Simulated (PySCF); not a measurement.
S²⁺: excitation energy

S²⁺ [Ne] 3s2 3p2 (3P) → S²⁺ [Ne] 3s1 3p2 3d1 (high-spin determinant), as a difference of total energies. All numbers are calculated (PySCF 2.14, no relativity, point nucleus, in aug-cc-pwCVTZ (8s7p5d3f, 75 functions)). Correlated levels: valence and next inner shell: 1s2 frozen. The calculations carry no spin-orbit coupling.

| method | excitation energy (eV) |
| --- | --- |
| UHF | 22.029 |
| MP2 (valence and next inner shell) | 23.344 |
| SCS-MP2 (valence and next inner shell) | 23.912 |
| CCSD (valence and next inner shell) | 22.932 |
| CCSD(T) (valence and next inner shell) | 22.718 |

Task: How much does correlation contribute at CCSD(T) (valence and next inner shell)?

Result: 22.718 − (22.029) = 0.689 eV, measured against UHF.

A first-order spin-orbit estimate (lowest level to lowest level, LS coupling) adds 0.015 eV.

The promoted electron is Rydberg-like, and one or two diffuse shells describe it only roughly, which tends to raise the upper state.

The coupled-cluster amplitudes are large for the upper state (T1 above 0.03 or a double amplitude above 0.15), so a single reference is strained.

The determinant of the upper state mixes LS terms, which raises its energy above the lowest term, most at the Hartree-Fock and MP2 levels.
